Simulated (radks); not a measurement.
The numbers below are computed, except where a source is named.
All-electron atom: Cd3+ in [Kr] 4d9. Code: a radial shooting solver on a logarithmic mesh with Libxc functionals. Model: scalar-relativistic Kohn-Sham, Slater X-alpha with alpha = 0.958, spin-polarised, spherical densities, finite nucleus; open shells are filled with parallel spins first (spin-orbit coupling, left out, can overturn this in heavy ions); Fermi nuclear charge, rms radius 4.6087 fm.

Normalised radial functions P(r) = r R(r), r in bohr:

| r | 4d up |
|---|---|
| 0.003389 | 0.0001 |
| 0.005016 | 0.0002 |
| 0.007423 | 0.0005 |
| 0.01099 | 0.0015 |
| 0.01626 | 0.0042 |
| 0.02406 | 0.0119 |
| 0.03561 | 0.0318 |
| 0.0527 | 0.0789 |
| 0.07799 | 0.1750 |
| 0.1154 | 0.3306 |
| 0.1708 | 0.4917 |
| 0.2528 | 0.4895 |
| 0.3741 | 0.1319 |
| 0.5537 | -0.5065 |
| 0.8195 | -0.9728 |
| 1.213 | -0.9071 |
| 1.795 | -0.5001 |
| 2.656 | -0.1520 |
| 3.931 | -0.0203 |

4d up: eigenvalue -52.344 eV, 1 radial node at r = 0.409 bohr, <r> = 1.15 bohr, 90 % of the charge inside 1.77 bohr.
